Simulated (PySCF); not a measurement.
H$_{9}$Si$_{4}$ (SMILES [SiH3][Si]([SiH3])[SiH3]), doublet, geometry from GFN2-xTB.

PySCF was given this input:
```python
from pyscf import gto, scf, dft

mol = gto.M(
    atom='''
Si   -0.641284    2.181779    0.054815
Si    0.057974    0.012542   -0.353776
Si    2.165529   -0.555307    0.419552
Si   -1.564639   -1.634818   -0.227928
H     0.384270    3.151778   -0.343251
H    -0.963824    2.498413    1.453728
H    -1.851107    2.499564   -0.710887
H     3.172125    0.412344   -0.029490
H     2.577374   -1.867728   -0.088939
H     2.314220   -0.631626    1.880075
H    -1.053207   -2.917361   -0.722122
H    -2.729662   -1.293239   -1.050930
H    -2.096318   -1.910890    1.114537
''',
    basis='6-31g*',
    charge=0,
    spin=1,
    verbose=4,
)

mf = dft.UKS(mol)
mf.xc = 'wb97x'
mf.kernel()
```

Problem. What is the computed dipole moment (WB97X/6-31G* (PySCF))?

Solution. 0.11 D

Problem. What is the computed HOMO energy (WB97X/6-31G*)?

Solution. -8.22 eV

Problem. What is the computed total energy (WB97X/6-31G*)?

Solution. -1163.2310 Eh

These values belong to the state on which the SCF converged, which isn't shown to be the lowest.

Problem. Roughly what does it cost on one core?

Solution. around 70 core-seconds (rough).
